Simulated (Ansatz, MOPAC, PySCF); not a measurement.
Complex: HF (SMILES F) (first 2 atoms) with C2H4 (SMILES C=C); geometry from B3LYP-D3(BJ)/def2-TZVP, rigid monomers moved along the line of their centres of mass till H2···C4 is 3.96 Å.
(charge 0, multiplicity 1):
```xyz
8

F     -0.0440     0.3998    -0.2698
H     -0.0182     0.2834     0.6584
C      0.4558    -0.7519     4.4553
C     -0.2774     0.3449     4.6131
H      0.0013    -1.7296     4.3497
H      1.5383    -0.7145     4.4351
H      0.1774     1.3214     4.7280
H     -1.3596     0.3063     4.6427
```

Interaction energies are E(AB) − E(A) − E(B) at the monomers' geometry in the complex; basis-set methods are counterpoise corrected. Rows marked so take none.

Correlated levels freeze the cores. CBS: X⁻³ extrapolation of the correlation energy, Hartree–Fock from the larger set. Rows in 6-31G*, STO-3G carry no dispersion term and start afresh at each structure (6-31G* with six Cartesian d functions). The state reached by PM3, PM6 isn't checked.

Programs: Ansatz (Gaussian basis) for Hartree–Fock, density functionals and correlated methods; MOPAC for PM3, PM6 (differences of heats of formation); PySCF for 6-31G* rows, STO-3G rows, the dispersion terms. 

```json
[
 {"level": "PM3", "interaction energy (kcal/mol)": "-0.16"},
 {"level": "PM6", "interaction energy (kcal/mol)": "-0.27"},
 {"level": "HF/STO-3G (no counterpoise)", "interaction energy (kcal/mol)": "-0.22"},
 {"level": "r2SCAN/def2-TZVPPD", "interaction energy (kcal/mol)": "-0.89"},
 {"level": "B3LYP/6-31G*", "interaction energy (kcal/mol)": "[?]"},
 {"level": "PBE0-D4/def2-TZVPPD", "interaction energy (kcal/mol)": "[?]"},
 {"level": "CCSD/aug-cc-pVDZ", "interaction energy (kcal/mol)": "-0.91"},
 {"level": "CCSD(T)/aug-cc-pVDZ", "interaction energy (kcal/mol)": "-0.92"},
 {"level": "MP2/CBS(aug-cc-pVDZ, aug-cc-pVTZ) + ΔCCSD(T)/aug-cc-pVDZ", "interaction energy (kcal/mol)": "-0.94"}
]
```

**Question.** What belongs in the gaps?

**Answer.** 
- B3LYP/6-31G*, interaction energy (kcal/mol): -0.75
- PBE0-D4/def2-TZVPPD, interaction energy (kcal/mol): -1.00

Ansatz is a program for electronic structure.
